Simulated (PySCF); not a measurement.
Level of theory: B3LYP-D3(BJ)/def2-TZVP run with PySCF. All species are isolated molecules in the gas phase. One relaxed conformer stands for a flexible species; it need not be the lowest. B3LYP has the VWN-RPA correlation part, as in Gaussian. 

Reference species (SMILES): `[H]/N=C(/C)N` (neutral, multiplicity 1).

```
Property          Value
-------------  --------
HOMO–LUMO gap   7.11 eV
HOMO           -6.76 eV
```

Changed species: `N/C=N\C`.

Problem. Predict the effect on the HOMO–LUMO gap and HOMO.

Solution. the HOMO–LUMO gap falls by 0.05 eV, to 7.06 eV; the HOMO rises by 0.17 eV, to -6.59 eV.
